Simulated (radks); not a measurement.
The numbers below are computed, except where a source is named.
Initial-state core-level shifts of neutral tantalum when its valence configuration changes from [Xe] 4f14 5d3 6s2. Level of theory: scalar-relativistic Kohn-Sham, PBE, spin-unpolarised, spherical densities, point nucleus (a radial shooting solver on a logarithmic mesh with Libxc functionals). Shifts are changes of the shell-averaged eigenvalues in eV (positive: less bound).

| valence | 3d | 4s | 4p | 5s |
|---|---|---|---|---|
| 4f13 5d3 6s2 6p1 | -14.794 | -14.032 | -13.741 | -7.945 |
| 4f13 5d4 6s2 | -10.753 | -10.006 | -9.712 | -3.993 |
| 4f13 5d3 6s1 6p2 | -16.266 | -15.508 | -15.217 | -9.414 |
| 4f14 5d3 6s1 6p1 | -1.522 | -1.526 | -1.526 | -1.528 |
| 4f11 5d5 6s2 6p1 | -39.325 | -36.198 | -35.167 | -16.172 |
| 4f12 5d3 6s1 6p3 | -32.570 | -30.736 | -30.099 | -17.745 |
| 4f12 5d4 6s2 6p1 | -26.674 | -24.879 | -24.242 | -12.100 |
| 4f14 5d2 6s2 6p1 | -3.726 | -3.720 | -3.725 | -3.696 |
| 4f14 5d3 6p2 | -2.922 | -2.932 | -2.930 | -2.933 |
